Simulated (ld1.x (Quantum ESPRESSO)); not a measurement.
# Before and after: RRKJ potential for Pd

- Element: Pd (Z = 46)
- Generator: ld1.x (Quantum ESPRESSO) 7.5
- Type: norm-conserving RRKJ (Kleinman–Bylander form)
- Functional: PBE
- Relativity: scalar-relativistic
- Frozen core: [Ar] 3d10
- Valence charge: 18
- Reference configuration: 4s2 4p6 4d9 5s0 5p0 (charge +1)
- Partial waves: 4s (bound): rc 0.90 bohr; 4d (bound): rc 1.90 bohr; 4p (bound): rc 1.10 bohr
- Local potential: the p channel
- Core correction: a·sin(br)/r model core inside 0.85 bohr
- rho0: 0.001

All-electron outer shells of the reference configuration (PBE, scalar-relativistic, ld1.x):

| shell | level (eV) | outermost node (bohr) | outermost maximum (bohr) |
| --- | --- | --- | --- |
| 3d | -336.91 | – | 0.28 |
| 4s | -96.68 | 0.45 | 0.85 |
| 4p | -62.47 | 0.46 | 0.91 |
| 4d | -14.61 | 0.45 | 1.09 |
| 5s | -11.04 | 1.14 | 2.45 |
| 5p | -6.25 | 1.29 | 3.15 |

Change: wave 4p (bound): rc 1.10 bohr becomes 4p (bound): rc 1.22 bohr.

Cutoffs: the cutoffs (Ry, on a coarse ladder) from which the occupation-weighted sum of valence levels, in a spherical-Bessel basis at the reference potential, stays within 10 and 1 mRy of its value at 400 Ry; they do not see the model core or the augmentation charge, which bear on the density cutoff. Errors are all-electron minus pseudo energies relative to the spin-unpolarised reference configuration.

How do hardness, ghosts and transferability respond?

The potential gets neither clearly harder nor softer (180 Ry and 230 Ry → 180 Ry and 230 Ry); of the 7 tests that both files solve, the error grows in 3 and shrinks in 1 by more than 15 % and 0.3 meV (median size 15.1 → 20.6 meV); neither file shows a bound ghost.

```tsv
quantity	base	changed
cutoff, loose	180 Ry	180 Ry
cutoff, tight	230 Ry	230 Ry
loose cutoff by channel (10 mRy a level)	s 160 Ry, d 40 Ry, p 80 Ry	s 160 Ry, d 40 Ry, p 70 Ry
bound ghosts	none	none
error for 4s2 4p6 4d10 5s0 5p0, meV [ΔE -9.12 eV]	-2.2	-2.0
error for 4s2 4p6 4d8 5s0 5p0, meV [ΔE 20.82 eV]	-0.6	-0.2
error for 4s2 4p6 4d7 5s0 5p0, meV [ΔE 55.18 eV]	+15	+17
error for 4s2 4p6 4d8 5s1 5p0, meV [ΔE 4.52 eV]	+43	+77
error for 4s2 4p5 4d10 5s0 5p0, meV [ΔE 48.05 eV]	-107	-112
error for 4s2 4p6 4d9 5s1 5p0, meV [ΔE -7.61 eV]	+24	+45
error for 4s2 4p6 4d9 5s0 5p1, meV [ΔE -3.88 eV]	+13	+21
s: phases at 2.04 bohr within 0.05 rad from the reference energy up to (Ry; the scan ends near 5)	to the end of the scan	to the end of the scan
p: phases at 2.04 bohr within 0.05 rad from the reference energy up to (Ry; the scan ends near 5)	1.2	0.8
d: phases at 2.04 bohr within 0.05 rad from the reference energy up to (Ry; the scan ends near 5)	2.8	2.8
```
